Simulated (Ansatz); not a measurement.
Abridged output of a molecular run in Ansatz:

```
Functional definition: HF
1616 factors; integrals over basis functions are off by at most 1.0e-3 eV
mean field evaluation 1: about -70876.5582 eV, gradient 4.2e1 eV
mean field evaluation 2: about -70876.7476 eV, gradient 4.3e1 eV
mean field evaluation 4: about -70880.4613 eV, gradient 3.7e0 eV
mean field evaluation 8: about -70880.5282 eV, gradient 2.3e-1 eV
mean field -70880.52835941 eV, -2604.8113726606 hartree, gradient 5.3e-6 eV, S^2 0.000000; 0 other end points of the search recorded, 0 dependent functions left out
17 core orbitals not correlated: weight in the atoms' cores, before any rotation towards them, 1.000 or more for the frozen orbitals, at most 0.000 for the correlated occupied ones
reference -70880.52835941 eV, -2604.8113726606 hartree; 21, 21 occupied and 229, 229 virtual orbitals, 1616 factors
second order -28.75028990 eV of doubles, -0.00000000 eV of singles
cycle   1  -28.84197362 eV  change   -9.2e-2 eV  update   1.2e-1
cycle   2  -29.56047630 eV  change   -7.2e-1 eV  update   3.4e-2
cycle   3  -29.69886812 eV  change   -1.4e-1 eV  update   1.7e-2
cycle   4  -29.68094502 eV  change    1.8e-2 eV  update   3.8e-3
cycle   5  -29.67865988 eV  change    2.3e-3 eV  update   1.5e-3
cycle   6  -29.67927962 eV  change   -6.2e-4 eV  update   4.2e-4
cycle   7  -29.67899031 eV  change    2.9e-4 eV  update   1.4e-4
cycle   8  -29.67891953 eV  change    7.1e-5 eV  update   4.1e-5
cycle   9  -29.67893226 eV  change   -1.3e-5 eV  update   1.5e-5
perturbative correction -0.95335105 eV, -0.0350350049 hartree
Total energy: -70911.16064272 eV, -2605.9370883091 hartree
```

Its atoms:

Z-matrix (Å, degrees):
```
C
Si 1 1.846
H 1 1.093 2 110.7
H 1 1.093 2 110.7 3 -120.1
H 1 1.093 2 110.2 3 119.9
F 2 1.597 1 108.8 3 -177.4
F 2 1.597 1 108.8 3 -62.4
Ge 2 2.380 1 116.1 3 60.1
H 8 1.538 2 110.0 1 59.7
H 8 1.538 2 110.0 1 -59.4
H 8 1.535 2 110.9 1 -179.9
```

Question: Which basis set was used?
A. cc-pV(D+d)Z
B. def2-TZVPPD
C. def2-QZVPP
D. def2-TZVPP

Answer: D. It gives 267 functions.

Question: Write the keys of the input that set method, charge and spin (a neutral closed shell needs none for the last two).

Answer: 
```yaml
correlation: {method: ccsd_t}
```
